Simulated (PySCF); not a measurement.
A species of formula C3H8BN has this rotational fingerprint, computed with PBE0-D3(BJ)/def2-SVP geometry optimisation, gas phase (PySCF):

```
Rotational constants : A = 16609, B = 2447, C = 2194 MHz
Dipole components    : |μa| = 1.04 D, |μb| = 1.42 D, |μc| = 0.43 D
Inertial defect      : -6.62 u·Å²
κ                    : -0.96
```

**Question.** Which candidate fits, each taken in the one conformer that was computed?
A. `[N+](#CCC)[BH3-]`
B. `BN1C[C@@H]1C`
C. `[CH2:1]=[CH:2][BH:3][NH:4][CH3:5]` with C1–C2–B3–N4 35°, C2–B3–N4–C5 -178°
D. `[NH2:1][BH:2][CH:3]1[CH2:4][CH2:5]1` with N1–B2–C3–C4 147°
E. `[BH2:1][NH:2][CH2:3][CH:4]=[CH2:5]` with B1–N2–C3–C4 -114°, N2–C3–C4–C5 8°
F. `[BH2:1][NH:2][CH:3]1[CH2:4][CH2:5]1` with B1–N2–C3–C4 144°

**Answer.** C. It is C=CBNC, a near-prolate asymmetric top, point group C1. The candidates at the same level (rigid rotor, commonest isotopes):

```tsv
SMILES	A (MHz)	B (MHz)	C (MHz)	μa (D)	μb (D)	μc (D)	Δ (u·Å²)	point group	rotor
BNC1CC1	15077	3099	2976	2.04	0.00	0.74	-26.81	Cs	near-prolate asymmetric top
NBC1CC1	14901	2753	2675	1.39	0.00	1.06	-28.53	Cs	near-prolate asymmetric top
BN1C[C@@H]1C	9065	4250	3284	2.18	1.13	0.16	-20.75	C1	asymmetric top
[BH3-][N+]#CCC	19666	2129	2002	7.37	1.31	0.00	-10.53	–	near-prolate asymmetric top
BNCC=C	10826	3232	2742	1.48	0.88	1.06	-18.76	C1	asymmetric top
C=CBNC	16609	2447	2194	1.04	1.42	0.43	-6.62	C1	near-prolate asymmetric top
```

`BNCC=C` has A 35 % too low; `BN1C[C@@H]1C` has B 74 % too high; `BNC1CC1` has C 36 % too high; `NBC1CC1` has C 22 % too high; `[BH3-][N+]#CCC` has A 18 % too high. No structure here is proved a minimum.
